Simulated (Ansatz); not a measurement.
Energy profile

The step: BNH₃OF ([NH2][B]([OH])[F]) → BNHF ([NH][B][F]) + H₂O (still joined by a long B–O bond); bonds formed: O2–H4; bonds broken: N3–H4; bonds weakened to dative contacts: B1–O2 (atoms numbered as in the saddle structure below).

B1  (-0.551, 0.163, 0.092)
O2  (0.322, -1.133, 0.276)
N3  (0.238, 0.845, -0.739)
H4  (0.923, -0.493, -0.359)
F5  (-1.689, 0.158, 0.769)
H6  (0.700, -1.261, 1.155)
H7  (0.057, 1.721, -1.195)
(Å)

Electronic energies by CCSD(T) at an estimated basis limit (MP2 extrapolated from triple and quadruple zeta, plus CCSD(T) − MP2 in triple zeta), on PBE0-D4/def2-TZVP structures; BNH₃OF, singlet; no counterpoise correction. Computed with Ansatz 0.2.0 (basis: def2-TZVPP and def2-QZVPP); correlated methods freeze the cores. Extrapolation: Hartree–Fock as exp(−7.88 √X), correlation as X^−2.97.

**Question.** Give the profile in kJ/mol, counted from the start structure. (Judge from chemistry; the value comes from the calculation.)

**Answer.** The calculation gives:
```tsv
point	kJ/mol
start structure	0.0
saddle	305.0
end structure	290.5
separated: BNHF (linked as [NH][B][F]; B1, N3, F5, H7; singlet) + H₂O (O2, H4, H6; singlet)	313.4
```

The T1 diagnostic stays at or below 0.014.

For scale, one of the runs: CCSD(T)/def2-TZVPP, 166 basis functions, launched by `ansatz run in.yaml --threads 2 --pin off --events-out ev --progress --plain --max-ram 4352MiB`. The run took 23 s on 2 CPU threads of an Intel Xeon Platinum 8488C (shared host), with 1.5 GiB of host memory at its peak.
